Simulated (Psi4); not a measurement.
C$_{2}$H$_{9}$InN, charge +1, singlet, at a GFN2-xTB geometry (such geometries of metal compounds can be far from the true shape) (all electrons, no relativity); B3LYP/STO-3G (Psi4).

Psi4 was given this input:
```
memory 2 GB

molecule {
1 1
In    0.01029216    0.25808808    0.06989038
C     1.73797640    0.84692082   -1.26039157
H     2.61736320    0.31016744   -0.90906612
H     1.88244548    1.92293075   -1.18576466
H     1.47689291    0.55587623   -2.27634374
C    -1.69717134    0.22996896    1.54824413
H    -2.56637048   -0.17166069    1.03031352
H    -1.87885657    1.24785044    1.88771495
H    -1.40043788   -0.41034404    2.37695452
N    -0.08325956   -2.14434856   -0.57701847
H    -0.74633417   -2.31444460   -1.33208764
H    -0.36877472   -2.74357612    0.19645205
H     0.81774317   -2.49401433   -0.90078781
}

set {
  basis sto-3g
  scf_type pk
}

energy('b3lyp')
print_variables()
```

Task: Predict the main parts of the log of this Psi4 run.

Result: 
```
   => Loading Basis Set <=

    Name: STO-3G
    Role: ORBITAL
    Keyword: BASIS

         ---------------------------------------------------------
                                   SCF
               by Justin Turney, Rob Parrish, Andy Simmonett
                          and Daniel G. A. Smith
                              RKS Reference
         ---------------------------------------------------------

  ==> Geometry <==

    Molecular point group: c1
    Full point group: C1

    Geometry (in Angstrom), charge = 1, multiplicity = 1:

       Center              X                  Y                   Z               Mass
    ------------   -----------------  -----------------  -----------------  -----------------
         IN           0.008200821947     0.206097786155     0.055792405435   114.903878776000
         C            1.735885061947     0.794930526155    -1.274489544565    12.000000000000
         H            2.615271861947     0.258177146155    -0.923164094565     1.007825032230
         H            1.880354141947     1.870940456155    -1.199862634565     1.007825032230
         H            1.474801571947     0.503885936155    -2.290441714565     1.007825032230
         C           -1.699262678053     0.177978666155     1.534146155435    12.000000000000
         H           -2.568461818053    -0.223650983845     1.016215545435     1.007825032230
         H           -1.880947908053     1.195860146155     1.873616975435     1.007825032230
         H           -1.402529218053    -0.462334333845     2.362856545435     1.007825032230
         N           -0.085350898053    -2.196338853845    -0.591116444565    14.003074004430
         H           -0.748425508053    -2.366434893845    -1.346185614565     1.007825032230
         H           -0.370866058053    -2.795566413845     0.182354075435     1.007825032230
         H            0.815651831947    -2.546004623845    -0.914885784565     1.007825032230

  Running in c1 symmetry.

  Rotational constants: A =      0.14672  B =      0.10135  C =      0.06197 [cm^-1]
  Rotational constants: A =   4398.42886  B =   3038.41508  C =   1857.74644 [MHz]
  Nuclear repulsion =  357.571192528778226

  Charge       = 1
  Multiplicity = 1
  Electrons    = 76
  Nalpha       = 38
  Nbeta        = 38

  ==> Algorithm <==

  SCF Algorithm Type is PK.
  DIIS enabled.
  MOM disabled.
  Fractional occupation disabled.
  Guess Type is SAD.
  Energy threshold   = 1.00e-06
  Density threshold  = 1.00e-06
  Integral threshold = 1.00e-12

  ==> Primary Basis <==

  Basis Set: STO-3G
    Blend: STO-3G
    Number of shells: 29
    Number of basis functions: 51
    Number of Cartesian functions: 53
    Spherical Harmonics?: true
    Max angular momentum: 2

  ==> DFT Potential <==

   => LibXC <=

    Version 7.1.2
    S. Lehtola, C. Steigemann, M. J. T. Oliveira, and M. A. L. Marques,  SoftwareX 7, 1–5 (2018) (10.1016/j.softx.2017.11.002)

   => Composite Functional: B3LYP <=

    B3LYP Hyb-GGA Exchange-Correlation Functional

    P. J. Stephens, F. J. Devlin, C. F. Chabalowski, and M. J. Frisch,  J. Phys. Chem. 98, 11623 (1994) (10.1021/j100096a001)

    Deriv               =              1
    GGA                 =           TRUE
    Meta                =          FALSE

    Exchange Hybrid     =           TRUE
    MP2 Hybrid          =          FALSE

   => Exchange Functionals <=

    0.0800   Slater exchange
    0.7200         Becke 88

   => Exact (HF) Exchange <=

    0.2000               HF

   => Correlation Functionals <=

    0.1900   Vosko, Wilk & Nusair (VWN5_RPA)
    0.8100   Lee, Yang & Parr

   => LibXC Density Thresholds  <==

    XC_HYB_GGA_XC_B3LYP:  1.00E-15

   => Molecular Quadrature <=

    Radial Scheme          =       TREUTLER
    Pruning Scheme         =           NONE
    Nuclear Scheme         =       TREUTLER

    Blocking Scheme        =         OCTREE
    BS radius alpha        =              1
    Pruning alpha          =              1
[...]
   Calculation information:
      Number of atoms:                  13
      Number of AO shells:              29
      Number of primitives:             87
      Number of atomic orbitals:        53
      Number of basis functions:        51

      Integral cutoff                 1.00e-12
      Number of threads:                 1

  Performing in-core PK
  Using 1759602 doubles for integral storage.
  We computed 85194 shell quartets total.
  Whereas there are 94830 unique shell quartets.

  ==> DiskJK: Disk-Based J/K Matrices <==

    J tasked:                  Yes
    K tasked:                  Yes
    wK tasked:                  No
    Schwarz Cutoff:          1E-12

  Minimum eigenvalue in the overlap matrix is 2.3582357155E-01.
  Reciprocal condition number of the overlap matrix is 1.0172068903E-01.
    Using symmetric orthogonalization.

  ==> Pre-Iterations <==

  SCF Guess: Superposition of Atomic Densities via on-the-fly atomic UHF (no occupation information).

   -------------------------
    Irrep   Nso     Nmo
   -------------------------
     A         51      51
   -------------------------
    Total      51      51
   -------------------------

  ==> Iterations <==

                        Total Energy        Delta E     RMS |[F,P]|

   @RKS iter SAD: -5815.39612837386994   -5.81540e+03   0.00000e+00
   @RKS iter   1: -5819.08656207295280   -3.69043e+00   1.17627e-02 DIIS/ADIIS
   @RKS iter   2: -5819.10962478517740   -2.30627e-02   1.24692e-02 DIIS/ADIIS
   @RKS iter   3: -5819.43168688066999   -3.22062e-01   1.33964e-03 DIIS/ADIIS
   @RKS iter   4: -5819.43373074222018   -2.04386e-03   8.30745e-04 DIIS/ADIIS
   @RKS iter   5: -5819.43485016454179   -1.11942e-03   1.21408e-04 DIIS/ADIIS
   @RKS iter   6: -5819.43488359551793   -3.34310e-05   2.10755e-05 DIIS
   @RKS iter   7: -5819.43488436758525   -7.72067e-07   2.41082e-06 DIIS
   @RKS iter   8: -5819.43488438172790   -1.41426e-08   3.36565e-07 DIIS
  Energy and wave function converged.

  ==> Post-Iterations <==

   Electrons on quadrature grid:
      Ntotal   =   75.9999568541 ; deviation = -4.315e-05

    Orbital Energies [Eh]
    ---------------------

    Doubly Occupied:

[...]
    Virtual:

[...]
      51A      0.337201

    Final Occupation by Irrep:
              A
    DOCC [    38 ]
    NA   [    38 ]
    NB   [    38 ]

  @RKS Final Energy: -5819.43488438172790

   => Energetics <=

    Nuclear Repulsion Energy =            357.5711925287782265
    One-Electron Energy =               -8746.4450568796673906
    Two-Electron Energy =                2711.9497695931841008
    DFT Exchange-Correlation Energy =    -142.5107896240211005
    Empirical Dispersion Energy =           0.0000000000000000
    VV10 Nonlocal Energy =                  0.0000000000000000
    Total Energy =                      -5819.4348843817269881

Computation Completed

Properties will be evaluated at   0.000000,   0.000000,   0.000000 [a0]

Properties computed using the SCF density matrix

 Multipole Moments:

 ------------------------------------------------------------------------------------
     Multipole            Electronic (a.u.)      Nuclear  (a.u.)        Total (a.u.)
 ------------------------------------------------------------------------------------

 L = 1.  Multiply by 2.5417464519 to convert [e a0] to [Debye]
 Dipole X            :          0.2338294           -0.3043079           -0.0704785
 Dipole Y            :          5.7628350           -7.5650515           -1.8022165
 Dipole Z            :          1.5675654           -2.0513814           -0.4838160
 Magnitude           :                                                    1.8673590

 ------------------------------------------------------------------------------------

  Variable Map:
  ----------------------------------------------------------------------------
[...]
  Array Variable Map:
  ----------------------------------------------------------------------------
[...]
[...]
```
